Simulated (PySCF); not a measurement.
GaH7OSi2.

```xyz
11

Ga    -0.2593    -0.0016     0.0000
O     -2.0596    -0.1213     0.0000
H     -2.5442     0.7144     0.0000
Si     0.7593    -2.1974     0.0000
H      1.6308    -2.3589    -1.2050
H      1.6308    -2.3589     1.2050
H     -0.2615    -3.2853     0.0000
Si     0.7489     2.2138     0.0000
H      1.6128     2.3913     1.2076
H      1.6128     2.3913    -1.2076
H     -0.2805     3.2986     0.0000
```

Geometry: B3LYP-D3(BJ)/def2-SVP. The structure was generated by enumeration; whether it is a known compound was not checked. The values are those of a single conformer.

Method: PBE0/pcSseg-1 (PySCF). Non-relativistic, no solvent.

Computed absolute GIAO shielding of each atom: isotropic value and principal components (ppm):
```
atom  σ(iso)    σ11     σ22     σ33   span
----  ------  -----  ------  ------  -----
Ga1   1136.5  802.2  1229.8  1377.4  575.2
O2     156.0  -52.8   196.0   324.8  377.6
H3      26.4   21.7    21.9    35.6   13.8
Si4    467.5  456.2   465.3   481.1   24.8
H5      27.9   24.7    25.8    33.1    8.4
H6      27.9   24.7    25.8    33.1    8.4
H7      27.8   24.2    25.7    33.6    9.4
Si8    470.2  460.2   467.2   483.2   23.0
H9      27.9   24.7    25.8    33.2    8.4
H10     27.9   24.7    25.8    33.2    8.4
H11     28.1   24.6    26.0    33.7    9.1
```
